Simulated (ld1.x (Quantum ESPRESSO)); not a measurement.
Before and after: ultrasoft potential for scandium (Sc)

ld1.x (Quantum ESPRESSO) 7.5 input, shortened:

```
&input
   title='Sc', zed=21., rel=1, dft='PZ', iswitch=3,
   config='[Ar] 3d1 4s2 4p0'
 /
 &inputp
   pseudotype=3, tm=.true., lloc=-2, rcloc=2.60,
   nlcc=.true., rcore=2.70,
   which_augfun='PSQ', rmatch_augfun_nc=.true.
 /
6
4S  1  0   2.00   0.00  3.10  3.30  0.0
4S  1  0   0.00   0.40  3.10  3.30  0.0
4P  2  1   0.00   0.00  3.05  3.80  0.0
4P  2  1   0.00   0.95  3.05  3.80  0.0
3D  3  2   1.00   0.00  2.50  2.90  0.0
3D  3  2   0.00   0.15  2.50  2.90  0.0
 &test
   configts(1)='3d1 4s2 4p0'
 /
```

All-electron outer shells of the reference configuration (LDA (PZ), scalar-relativistic, ld1.x):

```json
{"shell": "3s", "level (eV)": "-54.71", "outermost node (bohr)": "0.42", "outermost maximum (bohr)": "0.92"}
{"shell": "3p", "level (eV)": "-33.56", "outermost node (bohr)": "0.39", "outermost maximum (bohr)": "0.97"}
{"shell": "4s", "level (eV)": "-4.30", "outermost node (bohr)": "1.33", "outermost maximum (bohr)": "3.06"}
{"shell": "3d", "level (eV)": "-3.42", "outermost node (bohr)": "–", "outermost maximum (bohr)": "1.10"}
{"shell": "4p", "level (eV)": "-1.52", "outermost node (bohr)": "1.49", "outermost maximum (bohr)": "4.03"}
```

Change: core correction a·sin(br)/r model core inside 1.28 bohr.

Cutoffs: the cutoffs (Ry, on a coarse ladder) from which the occupation-weighted sum of valence levels, in a spherical-Bessel basis at the reference potential, stays within 10 and 1 mRy of its value at 400 Ry; they do not see the model core or the augmentation charge, which bear on the density cutoff. Errors are all-electron minus pseudo energies relative to the spin-unpolarised reference configuration.

Problem. What does the change do?

Solution. Both files are so soft that the ladder of cutoffs tells neither apart; the number of tests that count goes from 8 to 4 (the test run of the changed file stopped, so its transferability is not established); of the 4 tests that both files solve, the error grows in 4 and shrinks in 0 by more than 15 % and 0.3 meV (median size 1.0 → 4.9 meV); neither file shows a bound ghost at the reference potential, the only one tested. A model core, the more so a compact one, raises the density cutoff, which this test does not measure.

```tsv
quantity	base	changed
cutoff, loose	8 Ry	8 Ry
cutoff, tight	12 Ry	12 Ry
bound ghosts	none	none
tests counted (converged, no solver errors)	8 of 9	4 of 9 (the test run stopped)
error for 3d1 4s1 4p0, meV [ΔE 7.07 eV]	-1.6	-6.4
error for 3d1 4s0 4p0, meV [ΔE 20.03 eV]	-2.3	-51
error for 3d1 4s1.5 4p0, meV [ΔE 2.82 eV]	-0.5	-1.3
error for 3d1 4s1 4p1, meV [ΔE 2.84 eV]	+0.4	-3.4
s: phases at 4.10 bohr within 0.05 rad from the reference energy up to (Ry; the scan ends near 5)	1.4	1.4
p: phases at 4.10 bohr within 0.05 rad from the reference energy up to (Ry; the scan ends near 5)	1.8	1.8
d: phases at 4.10 bohr within 0.05 rad from the reference energy up to (Ry; the scan ends near 5)	2.5	2.5
lowest overlap eigenvalue by channel	s 0.42, p 0.63, d 0.50	s 0.42, p 0.63, d 0.50
```

Base: Tests not counted: 3d2 4s1 4p0 (solver errors, printed error -36.8 eV).
